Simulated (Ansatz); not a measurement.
Reaction (SMILES): C[OH+]C(C)(C)C -> C(C[OH2+])C(C)C

Property: isomerisation energy (enthalpy at 298 K), in kcal/mol. Terms: no spin-orbit coupling; 6-311+G** with 5d; non-relativistic; six Cartesian d functions in 6-31G* and its kin unless marked 5d; frozen cores in correlated levels; LANL2DZ all-electron up to Ne. CBS(X,Y): correlation extrapolated as X^-3; Hartree-Fock from the larger set. The bracket is a focal-point correction in the basis named. First-principles rows: single points at B3LYP-D3(BJ) geometries (Ansatz, a first-principles code), with unscaled harmonic terms from B3LYP/6-31G* (Ansatz) at its own minima.

Coupled cluster (Ansatz) is a level with limits of its own, used here on species with T1 under 0.025 (0.045 for open shells) and stable references: RI-MP2/CBS(cc-pVTZ,cc-pVQZ)+[CCSD(T)-MP2]/cc-pVTZ.

Value to compare with, RI-MP2/CBS(cc-pVTZ,cc-pVQZ)+[CCSD(T)-MP2]/cc-pVTZ (Ansatz): 7.8 kcal/mol.

```csv
level,program,isomerisation energy (enthalpy at 298 K) (kcal/mol),difference
MP2/STO-3G,Ansatz,16.4,8.6
MP2/3-21G,Ansatz,13.5,5.7
MP2/LANL2DZ,Ansatz,10.5,2.7
MP2/6-31G*,Ansatz,11.4,3.6
MP2/6-311+G**,Ansatz,7.1,-0.7
```

Among the 5 habitual levels, MP2/STO-3G lies farthest from RI-MP2/CBS(cc-pVTZ,cc-pVQZ)+[CCSD(T)-MP2]/cc-pVTZ (Ansatz) (8.6 kcal/mol) and MP2/6-311+G** nearest (-0.7); 4 of 5 lie above it, and their mean absolute difference is 4.3 kcal/mol, the median 3.6. One case shows no general order.

The sets are all those run for this method; left out are runs that failed, that the program found above a lower state of the same kind, or whose <S^2> lies over 0.5 above the pure value.
